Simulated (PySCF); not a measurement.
PySCF input (HF/def2-TZVPD):

```python
from pyscf import gto, scf, dft

mol = gto.M(
    atom='''
    Si   -1.13071627   -0.21437975   -0.19786288
    Cl    1.10415170    0.11806772    0.10161408
    H    -1.48225327    1.28364396   -0.26245164
    H    -1.45829783   -0.28947871    1.30509270
    ''',
    basis='def2-tzvpd',
    charge=-1,
    spin=0,
    verbose=4,
)

mf = scf.RHF(mol).density_fit(auxbasis='def2-universal-jkfit')
mf.conv_tol = 1e-9
mf.max_cycle = 100
mf.max_memory = 1500
mf.kernel()
if not mf.converged:
    mf = mf.newton()
    mf.kernel(mf.make_rdm1())
mf.analyze()
```

End of the output:

```
Extra cycle  E= -749.651697500554  delta_E= -5e-11  |g|= 3.26e-06  |ddm|= 3.19e-05
converged SCF energy = -749.651697500554
**** SCF Summaries ****
Total Energy =                        -749.651697500554292
Nuclear Repulsion Energy =              71.407333318656399
One-electron Energy =                -1187.433468822914847
Two-electron Energy =                  366.374438003704256
Two-electron Coulomb Energy =          415.174646865262730
DFT Exchange-Correlation Energy =      -48.800208861558474
HOMO-LUMO gap [eV] =                     7.756920064348253
**** MO energy ****
MO #1   energy= -104.602387933853  occ= 2
MO #2   energy= -68.5745760430109  occ= 2
MO #3   energy= -10.3308333168136  occ= 2
MO #4   energy= -7.79743513068751  occ= 2
MO #5   energy= -7.79689251167375  occ= 2
MO #6   energy= -7.79683213807558  occ= 2
MO #7   energy= -5.91948259770389  occ= 2
MO #8   energy= -4.02369177218831  occ= 2
MO #9   energy= -4.02296698034206  occ= 2
MO #10  energy= -4.02229991386699  occ= 2
MO #11  energy= -0.854341012682511 occ= 2
MO #12  energy= -0.468248007126839 occ= 2
MO #13  energy= -0.282996878794445 occ= 2
MO #14  energy= -0.279563507086935 occ= 2
MO #15  energy= -0.252444063056497 occ= 2
MO #16  energy= -0.219042899295673 occ= 2
MO #17  energy= -0.0982603277264751 occ= 2
MO #18  energy= 0.186801229176471  occ= 0
MO #19  energy= 0.221187785973141  occ= 0
MO #20  energy= 0.221239060228139  occ= 0
MO #21  energy= 0.224748243702521  occ= 0
MO #22  energy= 0.257621080272866  occ= 0
MO #23  energy= 0.282882043968982  occ= 0
MO #24  energy= 0.302592468862697  occ= 0
MO #25  energy= 0.316284688708003  occ= 0
MO #26  energy= 0.32134154214553   occ= 0
MO #27  energy= 0.375707672507833  occ= 0
MO #28  energy= 0.376001399578935  occ= 0
MO #29  energy= 0.392437874244208  occ= 0
MO #30  energy= 0.405459549190559  occ= 0
MO #31  energy= 0.428071802797293  occ= 0
MO #32  energy= 0.448084403129907  occ= 0
MO #33  energy= 0.465219519525969  occ= 0
MO #34  energy= 0.468977692813781  occ= 0
MO #35  energy= 0.486664245680579  occ= 0
MO #36  energy= 0.500537891584483  occ= 0
MO #37  energy= 0.511331576253177  occ= 0
MO #38  energy= 0.515029464133972  occ= 0
MO #39  energy= 0.532884546932767  occ= 0
MO #40  energy= 0.578756972428787  occ= 0
MO #41  energy= 0.583306189059972  occ= 0
MO #42  energy= 0.664344937927202  occ= 0
MO #43  energy= 0.683624504139079  occ= 0
MO #44  energy= 0.695412844960902  occ= 0
MO #45  energy= 0.714718999580312  occ= 0
MO #46  energy= 0.727499308837105  occ= 0
MO #47  energy= 0.736125546603162  occ= 0
MO #48  energy= 0.779838956990282  occ= 0
MO #49  energy= 0.780419383492015  occ= 0
MO #50  energy= 0.842667206413214  occ= 0
MO #51  energy= 0.911036789956782  occ= 0
MO #52  energy= 0.932563660884749  occ= 0
MO #53  energy= 0.970347308229366  occ= 0
MO #54  energy= 0.972457291490562  occ= 0
MO #55  energy= 1.01714915632658   occ= 0
MO #56  energy= 1.02938108363142   occ= 0
MO #57  energy= 1.02946332384429   occ= 0
MO #58  energy= 1.06193433208291   occ= 0
MO #59  energy= 1.08176660426216   occ= 0
MO #60  energy= 1.1377689455957    occ= 0
MO #61  energy= 1.44990193385969   occ= 0
MO #62  energy= 1.45119436797946   occ= 0
MO #63  energy= 1.45379573938541   occ= 0
MO #64  energy= 1.48765074299088   occ= 0
MO #65  energy= 1.49452981170204   occ= 0
MO #66  energy= 1.54699905719046   occ= 0
MO #67  energy= 1.56889880832318   occ= 0
MO #68  energy= 1.57263061504524   occ= 0
MO #69  energy= 1.59536984398914   occ= 0
MO #70  energy= 1.60913445953766   occ= 0
MO #71  energy= 1.67654861311546   occ= 0
MO #72  energy= 1.69615276617604   occ= 0
MO #73  energy= 1.71411056116138   occ= 0
MO #74  energy= 1.92732587512747   occ= 0
MO #75  energy= 1.95426840728603   occ= 0
MO #76  energy= 2.23435414660828   occ= 0
MO #77  energy= 2.2561549113691    occ= 0
MO #78  energy= 2.35478574474065   occ= 0
MO #79  energy= 2.36392607578694   occ= 0
MO #80  energy= 2.46735452632514   occ= 0
MO #81  energy= 2.50535999872412   occ= 0
MO #82  energy= 2.51480930987702   occ= 0
MO #83  energy= 2.53668778472456   occ= 0
MO #84  energy= 2.54454528564443   occ= 0
MO #85  energy= 2.5775991278374    occ= 0
MO #86  energy= 2.63335570332092   occ= 0
MO #87  energy= 2.63532259194061   occ= 0
MO #88  energy= 2.66575368603743   occ= 0
MO #89  energy= 2.70258938290982   occ= 0
MO #90  energy= 2.80540924714083   occ= 0
MO #91  energy= 2.8680665780044    occ= 0
MO #92  energy= 2.87557872924721   occ= 0
MO #93  energy= 2.9068207493351    occ= 0
MO #94  energy= 2.9465618001648    occ= 0
MO #95  energy= 2.98550059193533   occ= 0
MO #96  energy= 3.0553206223318    occ= 0
MO #97  energy= 3.32611604805845   occ= 0
MO #98  energy= 3.38322806888853   occ= 0
MO #99  energy= 3.39227481219378   occ= 0
MO #100 energy= 7.01387638555916   occ= 0
MO #101 energy= 7.02310449624092   occ= 0
MO #102 energy= 7.09813213852658   occ= 0
MO #103 energy= 10.8774961396401   occ= 0
MO #104 energy= 11.7957215440241   occ= 0
MO #105 energy= 11.8000794546999   occ= 0
MO #106 energy= 12.0473317027392   occ= 0
MO #107 energy= 26.1673146803061   occ= 0
 ** Mulliken pop on meta-lowdin orthogonal AOs  **
 ** Mulliken pop  **
pop of  0 Si 1s           2.00000
pop of  0 Si 2s           1.99995
pop of  0 Si 3s           1.48767
pop of  0 Si 4s           0.01260
pop of  0 Si 5s           0.00112
pop of  0 Si 6s           0.00039
pop of  0 Si 2px          1.99998
pop of  0 Si 2py          1.99999
pop of  0 Si 2pz          1.99999
pop of  0 Si 3px          0.41015
pop of  0 Si 3py          1.03796
pop of  0 Si 3pz          1.03798
pop of  0 Si 4px          0.00521
pop of  0 Si 4py          0.00823
pop of  0 Si 4pz          0.00821
pop of  0 Si 5px          0.00008
pop of  0 Si 5py          0.00087
pop of  0 Si 5pz          0.00087
pop of  0 Si 6px          0.00002
pop of  0 Si 6py          0.00001
pop of  0 Si 6pz          0.00001
pop of  0 Si 3dxy         0.00614
pop of  0 Si 3dyz         0.00035
pop of  0 Si 3dz^2        0.01335
pop of  0 Si 3dxz         0.00586
pop of  0 Si 3dx2-y2      0.01127
pop of  0 Si 4dxy         0.00120
pop of  0 Si 4dyz         0.00038
pop of  0 Si 4dz^2        0.00084
pop of  0 Si 4dxz         0.00118
pop of  0 Si 4dx2-y2      0.00112
pop of  0 Si 5dxy         0.00116
pop of  0 Si 5dyz         0.00022
pop of  0 Si 5dz^2        0.00082
pop of  0 Si 5dxz         0.00112
pop of  0 Si 5dx2-y2      0.00043
pop of  0 Si 4f-3         0.00026
pop of  0 Si 4f-2         0.00004
pop of  0 Si 4f-1         0.00034
pop of  0 Si 4f+0         0.00026
pop of  0 Si 4f+1         0.00048
pop of  0 Si 4f+2         0.00034
pop of  0 Si 4f+3         0.00078
pop of  1 Cl 1s           2.00000
pop of  1 Cl 2s           1.99995
pop of  1 Cl 3s           1.89949
pop of  1 Cl 4s           0.00326
pop of  1 Cl 5s           0.00154
pop of  1 Cl 6s           0.00061
pop of  1 Cl 2px          1.99999
pop of  1 Cl 2py          2.00000
pop of  1 Cl 2pz          2.00000
pop of  1 Cl 3px          1.68071
pop of  1 Cl 3py          1.97087
pop of  1 Cl 3pz          1.97221
pop of  1 Cl 4px          0.00102
pop of  1 Cl 4py          0.00360
pop of  1 Cl 4pz          0.00361
pop of  1 Cl 5px          0.00069
pop of  1 Cl 5py          0.00060
pop of  1 Cl 5pz          0.00060
pop of  1 Cl 6px          0.00005
pop of  1 Cl 6py          0.00062
pop of  1 Cl 6pz          0.00062
pop of  1 Cl 7px          0.00005
pop of  1 Cl 7py          0.00032
pop of  1 Cl 7pz          0.00032
pop of  1 Cl 3dxy         0.00140
pop of  1 Cl 3dyz         0.00006
pop of  1 Cl 3dz^2        0.00167
pop of  1 Cl 3dxz         0.00131
pop of  1 Cl 3dx2-y2      0.00468
pop of  1 Cl 4dxy         0.00005
pop of  1 Cl 4dyz         0.00001
pop of  1 Cl 4dz^2        0.00017
pop of  1 Cl 4dxz         0.00005
pop of  1 Cl 4dx2-y2      0.00017
pop of  1 Cl 5dxy         0.00036
pop of  1 Cl 5dyz         0.00004
pop of  1 Cl 5dz^2        0.00016
pop of  1 Cl 5dxz         0.00035
pop of  1 Cl 5dx2-y2      0.00025
pop of  1 Cl 4f-3         0.00014
pop of  1 Cl 4f-2         0.00001
pop of  1 Cl 4f-1         0.00001
pop of  1 Cl 4f+0         0.00005
pop of  1 Cl 4f+1         0.00017
pop of  1 Cl 4f+2         0.00009
pop of  1 Cl 4f+3         0.00026
pop of  2 H 1s            1.18474
pop of  2 H 2s            0.00111
pop of  2 H 3s            0.00175
pop of  2 H 2px           0.00037
pop of  2 H 2py           0.00228
pop of  2 H 2pz           0.00016
pop of  2 H 3px           0.00059
pop of  2 H 3py           0.00305
pop of  2 H 3pz           0.00024
pop of  3 H 1s            1.18474
pop of  3 H 2s            0.00111
pop of  3 H 3s            0.00175
pop of  3 H 2px           0.00036
pop of  3 H 2py           0.00015
pop of  3 H 2pz           0.00230
pop of  3 H 3px           0.00056
pop of  3 H 3py           0.00023
pop of  3 H 3pz           0.00308
 ** Mulliken atomic charges  **
charge of    0Si =     -0.05923
charge of    1Cl =     -0.55220
charge of    2H =     -0.19429
charge of    3H =     -0.19429

WARN: System has nonzero charge -1; the dipole moment is origin-dependent.
Location of origin: [0. 0. 0.]

Dipole moment(X, Y, Z, Debye):  1.47728,  0.52127,  0.50055
```

It need not be the lowest isomer of its formula. Whether it binds its extra electron was not tested at this geometry.
